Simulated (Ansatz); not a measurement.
How methods differ on BH2I (SMILES [H]B([H])I)

BH2I has 4 atoms, charge 0, and is taken as a singlet. SMILES: `[H]B([H])I`. The shape is that of a GFN2-xTB optimisation.

```xyz
4

B     0.1203    0.2004    0.0092
H     1.2856    0.1646    0.0405
H    -0.4568    1.2139    0.0077
I    -0.9490   -1.5789   -0.0574
```

Quantity: the electronic atomisation energy, in eV. The values are calculated. Electronic energies at fixed atoms, without zero-point motion or spin-orbit coupling.

```json
{"level": "r2SCAN/STO-3G", "kind": "meta-GGA", "program": "Ansatz", "value (eV)": "15.69"}
{"level": "B3LYP/STO-3G", "kind": "global hybrid", "program": "Ansatz", "value (eV)": "?"}
{"level": "BHLYP/STO-3G", "kind": "global hybrid", "program": "Ansatz", "value (eV)": "15.17"}
{"level": "r2SCAN0/STO-3G", "kind": "hybrid meta-GGA", "program": "Ansatz", "value (eV)": "?"}
{"level": "wB97X/STO-3G", "kind": "range-separated hybrid", "program": "Ansatz", "value (eV)": "15.44"}
{"level": "MP2/STO-3G", "kind": "perturbation theory", "program": "Ansatz", "value (eV)": "13.59"}
{"level": "BCCD(T)/STO-3G", "kind": "coupled cluster or CI", "program": "Ansatz", "value (eV)": "13.46"}
{"level": "CCSDTQ/STO-3G", "kind": "coupled cluster or CI", "program": "Ansatz", "value (eV)": "13.47"}
{"level": "FCI/STO-3G", "kind": "exact in the basis", "program": "Ansatz", "value (eV)": "13.47"}
```

Estimate the missing values from the other rows.

As computed at these levels: B3LYP/STO-3G: 15.47 eV; r2SCAN0/STO-3G: 15.49 eV. All-electron rows without a relativistic Hamiltonian named are non-relativistic. The values span 13.46 to 15.69 eV. All rows use very small basis sets, so even the best lies far from the true value. In the correlated wave-function rows the outer d shell of I is correlated, in sets not made for it.
